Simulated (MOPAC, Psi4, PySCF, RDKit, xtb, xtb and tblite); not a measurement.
Conformational energy of H4ClFSi2, SMILES F[SiH2][SiH2]Cl. Scanned: dihedral F1–Si2–Si3–Cl4; all other coordinates were relaxed at B3LYP-D3(BJ)/def2-SVP. Points at φ and −φ are mirror images.

Geometry of the scan point at 150° (Å):
```
8

F      1.7787    -1.3897     0.4453
Si     1.1948     0.0225    -0.1346
Si    -1.1463     0.0224     0.1023
Cl    -1.6840     2.0268     0.3601
H      1.6121     0.1620    -1.5575
H      1.7711     1.1283     0.6781
H     -1.5644    -0.7395     1.3114
H     -1.8578    -0.5187    -1.0886
```

- GFN2-xTB, on its own relaxed geometries (the stored frames are those of B3LYP-D3(BJ)/def2-SVP) (xtb and tblite)
- MMFF94 // B3LYP-D3(BJ)/def2-SVP (RDKit)
- PBE/def2-TZVP // B3LYP-D3(BJ)/def2-SVP (Psi4)
- PBE-D3(BJ)/def2-TZVP // B3LYP-D3(BJ)/def2-SVP (Psi4)
- M06-2X/def2-TZVP // B3LYP-D3(BJ)/def2-SVP (Psi4)
- MP2/cc-pVTZ = DF-MP2 (frozen core)/cc-pVTZ // B3LYP-D3(BJ)/def2-SVP (Psi4)
- HF/cc-pVTZ // B3LYP-D3(BJ)/def2-SVP (Psi4)
- UFF // B3LYP-D3(BJ)/def2-SVP (RDKit)
- PM6, restricted, heats of formation // B3LYP-D3(BJ)/def2-SVP (MOPAC)
- PM3, restricted, heats of formation // B3LYP-D3(BJ)/def2-SVP (MOPAC)
- GFN1-xTB // B3LYP-D3(BJ)/def2-SVP (xtb)
- RKS-B3LYP/6-31G* = restricted B3LYP/6-31G*, spherical d // B3LYP-D3(BJ)/def2-SVP (PySCF)
- RKS-B3LYP/LANL2DZ = restricted B3LYP/LANL2DZ, with its core potentials past Ne // B3LYP-D3(BJ)/def2-SVP in PySCF
- RKS-B3LYP/6-311+G** = restricted B3LYP/6-311+G**, spherical d, density fitting // B3LYP-D3(BJ)/def2-SVP in PySCF 2.14.0
- RKS-BP86/6-31G* = restricted BP86/6-31G*, spherical d // B3LYP-D3(BJ)/def2-SVP in PySCF 2.14.0

Least-squares fit of E(φ) = a0 + Σ (a_n cos nφ + b_n sin nφ), n = 1 to 4, to the 12 scan points, in kJ/mol above the lowest point of each profile (levels whose profile four harmonics don't fit are not listed):

```json
[
 {"method": "GFN2-xTB", "a0": "4.40", "a1": "3.79", "b1": "0.00", "a2": "-0.27", "b2": "0.00", "a3": "0.31", "b3": "0.00", "a4": "-0.03", "b4": "0.00", "rms of fit": "0.01"},
 {"method": "MMFF94", "a0": "2.43", "a1": "1.15", "b1": "0.00", "a2": "0.94", "b2": "0.00", "a3": "2.44", "b3": "0.00", "a4": "0.04", "b4": "0.00", "rms of fit": "0.14"},
 {"method": "PBE/def2-TZVP", "a0": "3.01", "a1": "1.39", "b1": "0.00", "a2": "0.37", "b2": "0.00", "a3": "1.93", "b3": "0.00", "a4": "-0.05", "b4": "0.00", "rms of fit": "0.02"},
 {"method": "PBE-D3(BJ)/def2-TZVP", "a0": "3.10", "a1": "1.37", "b1": "0.00", "a2": "0.32", "b2": "0.00", "a3": "1.97", "b3": "0.00", "a4": "-0.05", "b4": "0.00", "rms of fit": "0.02"},
 {"method": "M06-2X/def2-TZVP", "a0": "3.34", "a1": "1.48", "b1": "0.00", "a2": "0.13", "b2": "0.00", "a3": "1.91", "b3": "0.00", "a4": "-0.03", "b4": "0.00", "rms of fit": "0.03"},
 {"method": "MP2/cc-pVTZ", "a0": "3.42", "a1": "1.44", "b1": "0.00", "a2": "0.12", "b2": "0.00", "a3": "2.06", "b3": "0.00", "a4": "-0.03", "b4": "0.00", "rms of fit": "0.01"},
 {"method": "HF/cc-pVTZ", "a0": "3.00", "a1": "1.54", "b1": "0.00", "a2": "0.30", "b2": "0.00", "a3": "1.78", "b3": "0.00", "a4": "0.01", "b4": "0.00", "rms of fit": "0.01"},
 {"method": "UFF", "a0": "3.71", "a1": "0.11", "b1": "0.00", "a2": "0.84", "b2": "0.00", "a3": "3.47", "b3": "0.00", "a4": "0.01", "b4": "0.00", "rms of fit": "0.18"},
 {"method": "PM6", "a0": "2.77", "a1": "0.87", "b1": "0.00", "a2": "0.63", "b2": "0.00", "a3": "2.14", "b3": "0.00", "a4": "-0.35", "b4": "0.00", "rms of fit": "0.08"},
 {"method": "PM3", "a0": "1.70", "a1": "0.94", "b1": "0.00", "a2": "1.63", "b2": "0.00", "a3": "-0.46", "b3": "0.00", "a4": "0.02", "b4": "0.00", "rms of fit": "0.05"},
 {"method": "GFN1-xTB", "a0": "1.86", "a1": "0.32", "b1": "0.00", "a2": "-0.82", "b2": "0.00", "a3": "0.63", "b3": "0.00", "a4": "0.02", "b4": "0.00", "rms of fit": "0.06"},
 {"method": "RKS-B3LYP/6-31G*", "a0": "3.92", "a1": "2.05", "b1": "0.00", "a2": "0.35", "b2": "0.00", "a3": "2.11", "b3": "0.00", "a4": "-0.22", "b4": "0.00", "rms of fit": "0.06"},
 {"method": "RKS-B3LYP/LANL2DZ", "a0": "4.72", "a1": "3.53", "b1": "0.00", "a2": "0.80", "b2": "0.00", "a3": "1.97", "b3": "0.00", "a4": "-0.16", "b4": "0.00", "rms of fit": "0.08"},
 {"method": "RKS-B3LYP/6-311+G**", "a0": "3.49", "a1": "2.15", "b1": "0.00", "a2": "0.51", "b2": "0.00", "a3": "1.93", "b3": "0.00", "a4": "0.06", "b4": "0.00", "rms of fit": "0.04"},
 {"method": "RKS-BP86/6-31G*", "a0": "3.87", "a1": "2.02", "b1": "0.00", "a2": "0.44", "b2": "0.00", "a3": "2.18", "b3": "0.00", "a4": "-0.21", "b4": "0.00", "rms of fit": "0.06"}
]
```

MMFF94 has few fitted parameters for silicon.
